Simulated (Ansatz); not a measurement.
Steps of a relaxation of C2H6AlFO, SMILES `CO[CH2][AlH][F]` with RKS PBE-D4/def2-SVP.

```sh
$ ansatz run in.yaml --threads 4 --pin off --events-out ev --progress --plain --max-ram 10444MiB
```

```yaml
crystal:
  periodic: [false, false, false]
  atoms:
    - {symbol: C, position_ang: [-0.573900, 0.362300, 1.519300]}
    - {symbol: O, position_ang: [0.554500, 0.652500, 0.775000]}
    - {symbol: C, position_ang: [0.256900, 0.627900, -0.625700]}
    - {symbol: Al, position_ang: [0.734000, -1.180900, -1.369800]}
    - {symbol: F, position_ang: [0.482500, -1.493800, -3.151100]}
    - {symbol: H, position_ang: [-1.347000, 1.257800, 1.381200]}
    - {symbol: H, position_ang: [-0.337800, 0.345300, 2.588400]}
    - {symbol: H, position_ang: [-1.050700, -0.542300, 1.207400]}
    - {symbol: H, position_ang: [-0.738700, 0.970500, -0.836000]}
    - {symbol: H, position_ang: [0.993100, 1.323500, -1.093100]}
    - {symbol: H, position_ang: [1.092500, -2.379700, -0.375000]}
basis:
  gaussian: {orbitals: def2-SVP}
hamiltonian: {xc: pbe, dispersion: d4}
relax: {f_tol: 0.03, max_steps: 200}
```

Positions (Å) and forces (eV/Å) along the path, 12 of 15 steps:

```xyz
11
step=1 energy=-13514.4394 eV
C    -0.574    0.362    1.519   -1.034    3.000    0.152
O     0.554    0.652    0.775    0.568   -0.132   -0.385
C     0.257    0.628   -0.626    2.095   -0.642    0.088
Al    0.734   -1.181   -1.370   -1.027   -0.294   -2.149
F     0.482   -1.494   -3.151    0.531    0.435    2.672
H    -1.347    1.258    1.381    0.722   -1.406    0.260
H    -0.338    0.345    2.588    0.262   -0.190    0.368
H    -1.051   -0.542    1.207   -0.810   -1.470   -0.325
H    -0.739    0.971   -0.836   -1.237    0.586   -0.361
H     0.993    1.323   -1.093   -0.249    0.157   -0.112
H     1.093   -2.380   -0.375    0.179   -0.044   -0.208
11
step=2 energy=-13514.7773 eV
C    -0.577    0.376    1.513   -0.547    1.092    0.136
O     0.552    0.672    0.748    0.109    0.124   -0.108
C     0.271    0.667   -0.656    0.382   -0.451    0.155
Al    0.571   -1.210   -1.312    0.315   -0.152   -1.847
F     0.580   -1.492   -3.064   -0.099    0.292    1.922
H    -1.387    1.183    1.411    0.499   -0.557    0.017
H    -0.288    0.341    2.580    0.087   -0.096    0.044
H    -1.045   -0.582    1.226   -0.205   -0.542   -0.106
H    -0.731    1.074   -0.876   -0.322    0.263   -0.094
H     1.013    1.347   -1.134   -0.054   -0.093   -0.068
H     1.104   -2.433   -0.416   -0.165    0.120   -0.049
11
step=3 energy=-13514.8504 eV
C    -0.592    0.368    1.495   -0.039   -0.191    0.072
O     0.549    0.717    0.755   -0.100    0.187    0.019
C     0.316    0.702   -0.657   -0.262   -0.242    0.096
Al    0.590   -1.186   -1.278    0.001   -0.272   -1.561
F     0.432   -1.528   -2.992    0.085    0.321    1.532
H    -1.437    1.095    1.383    0.112    0.037   -0.084
H    -0.306    0.329    2.568   -0.014   -0.023   -0.104
H    -1.005   -0.642    1.203    0.122    0.094    0.014
H    -0.684    1.146   -0.915    0.168   -0.046   -0.001
H     1.072    1.365   -1.134    0.041   -0.048    0.023
H     1.131   -2.424   -0.407   -0.115    0.183   -0.006
11
step=4 energy=-13514.9137 eV
C    -0.589    0.356    1.485    0.102   -0.247   -0.007
O     0.543    0.759    0.759   -0.117    0.104   -0.026
C     0.330    0.696   -0.656   -0.182   -0.081    0.153
Al    0.583   -1.182   -1.265   -0.039   -0.054   -0.781
F     0.370   -1.460   -2.944    0.079    0.028    0.723
H    -1.464    1.034    1.341   -0.008    0.079   -0.041
H    -0.315    0.344    2.560   -0.041   -0.004   -0.037
H    -0.938   -0.682    1.200    0.106    0.143    0.014
H    -0.657    1.146   -0.949    0.107   -0.016    0.023
H     1.101    1.337   -1.139    0.045   -0.013    0.018
H     1.102   -2.405   -0.373   -0.053    0.062   -0.037
11
step=5 energy=-13514.9116 eV rejected
C    -0.567    0.306    1.460   -0.231    0.060   -0.040
O     0.555    0.779    0.767    0.041   -0.182   -0.027
C     0.332    0.719   -0.644    0.025    0.404    0.057
Al    0.546   -1.126   -1.299    0.050   -0.472    0.402
F     0.251   -1.556   -2.898   -0.006    0.039   -0.053
H    -1.461    0.944    1.252   -0.105   -0.005    0.031
H    -0.379    0.326    2.551    0.161   -0.023   -0.031
H    -0.843   -0.741    1.158    0.042   -0.009    0.034
H    -0.615    1.250   -0.920    0.034   -0.029   -0.087
H     1.154    1.303   -1.112    0.031    0.128   -0.056
H     1.094   -2.263   -0.293   -0.043    0.089   -0.231
11
step=6 energy=-13514.9367 eV
C    -0.583    0.334    1.473    0.019   -0.060   -0.025
O     0.541    0.783    0.762   -0.070   -0.002   -0.027
C     0.334    0.713   -0.651   -0.020    0.075    0.076
Al    0.563   -1.160   -1.270    0.013   -0.080   -0.079
F     0.314   -1.501   -2.905   -0.002   -0.002    0.092
H    -1.477    0.984    1.305   -0.003    0.007   -0.001
H    -0.336    0.335    2.553    0.003   -0.004   -0.014
H    -0.881   -0.713    1.181    0.042    0.054    0.002
H    -0.631    1.197   -0.951    0.032   -0.011   -0.007
H     1.132    1.329   -1.126    0.007   -0.003    0.009
H     1.090   -2.357   -0.350   -0.020    0.026   -0.027
11
step=7 energy=-13514.9411 eV
C    -0.585    0.315    1.457    0.022    0.079    0.055
O     0.529    0.811    0.765   -0.016    0.016    0.027
C     0.353    0.738   -0.649   -0.033    0.009   -0.041
Al    0.551   -1.148   -1.251    0.011   -0.023   -0.040
F     0.227   -1.527   -2.862   -0.014    0.000    0.018
H    -1.504    0.931    1.287    0.009    0.003   -0.021
H    -0.347    0.326    2.540   -0.026   -0.042   -0.023
H    -0.840   -0.738    1.157    0.022   -0.030   -0.016
H    -0.597    1.231   -0.979    0.019    0.006    0.016
H     1.173    1.336   -1.108   -0.003   -0.003    0.011
H     1.105   -2.331   -0.337    0.008   -0.014    0.013
11
step=10 energy=-13514.9441 eV rejected
C    -0.602    0.288    1.409    0.016   -0.009   -0.028
O     0.517    0.856    0.785   -0.031   -0.008    0.021
C     0.409    0.785   -0.637    0.074    0.012   -0.074
Al    0.564   -1.124   -1.205   -0.222   -0.112   -0.129
F    -0.086   -1.594   -2.700    0.136    0.070    0.211
H    -1.544    0.858    1.210    0.027   -0.013   -0.003
H    -0.421    0.260    2.502   -0.006   -0.005   -0.013
H    -0.782   -0.770    1.056   -0.007    0.031    0.024
H    -0.513    1.299   -1.012    0.026   -0.037    0.013
H     1.267    1.359   -1.056   -0.032    0.006    0.036
H     1.257   -2.274   -0.332    0.019    0.066   -0.057
11
step=11 energy=-13514.9475 eV
C    -0.602    0.290    1.414    0.009    0.055   -0.020
O     0.514    0.858    0.785   -0.039   -0.048    0.031
C     0.404    0.780   -0.636   -0.001    0.029   -0.042
Al    0.532   -1.131   -1.200   -0.002   -0.034   -0.090
F    -0.062   -1.592   -2.714    0.027    0.034    0.114
H    -1.546    0.857    1.213    0.027   -0.020   -0.006
H    -0.421    0.269    2.506    0.004   -0.008   -0.003
H    -0.780   -0.770    1.067   -0.002    0.004    0.001
H    -0.510    1.307   -1.012    0.007   -0.014    0.008
H     1.270    1.338   -1.058   -0.016   -0.007    0.013
H     1.267   -2.263   -0.345   -0.015    0.009   -0.008
11
step=13 energy=-13514.9488 eV
C    -0.605    0.286    1.402    0.000   -0.002    0.005
O     0.516    0.855    0.789    0.001   -0.004    0.001
C     0.417    0.785   -0.634    0.007   -0.003   -0.010
Al    0.540   -1.128   -1.192   -0.003    0.020    0.012
F    -0.123   -1.599   -2.669   -0.003   -0.013   -0.008
H    -1.546    0.853    1.192   -0.003    0.002   -0.002
H    -0.436    0.257    2.496    0.000    0.001    0.000
H    -0.782   -0.772    1.049    0.000   -0.002   -0.002
H    -0.499    1.307   -1.012   -0.003    0.003    0.002
H     1.282    1.351   -1.047    0.002    0.003    0.003
H     1.302   -2.251   -0.353    0.002   -0.004   -0.001
11
step=14 energy=-13514.9490 eV
C    -0.607    0.284    1.398   -0.002   -0.010    0.005
O     0.517    0.854    0.790    0.004   -0.001   -0.001
C     0.421    0.789   -0.634    0.005    0.003   -0.003
Al    0.540   -1.125   -1.189   -0.010   -0.002   -0.003
F    -0.146   -1.608   -2.652    0.003   -0.001    0.005
H    -1.548    0.850    1.185   -0.004    0.003   -0.001
H    -0.442    0.251    2.493    0.001    0.002   -0.002
H    -0.782   -0.774    1.041    0.000   -0.002   -0.001
H    -0.493    1.313   -1.011   -0.001    0.001   -0.001
H     1.289    1.354   -1.042    0.002    0.002    0.001
H     1.316   -2.245   -0.357    0.002    0.003    0.000
11
step=15 energy=-13514.9491 eV
C    -0.608    0.280    1.392   -0.002   -0.006    0.002
O     0.517    0.854    0.791    0.003    0.001    0.000
C     0.427    0.794   -0.634    0.000    0.005   -0.002
Al    0.538   -1.122   -1.184   -0.012   -0.015   -0.014
F    -0.176   -1.619   -2.629    0.010    0.008    0.017
H    -1.549    0.845    1.175   -0.001    0.001    0.001
H    -0.449    0.243    2.487    0.001    0.001   -0.002
H    -0.780   -0.778    1.030    0.001    0.000    0.000
H    -0.484    1.322   -1.012    0.001    0.001   -0.001
H     1.299    1.357   -1.036    0.001    0.000    0.000
H     1.332   -2.234   -0.359    0.000    0.005   -0.001
```

It took 18 s on 4 threads of an Arm Neoverse V1 on a shared host, with 0.16 GiB of host memory at the peak.
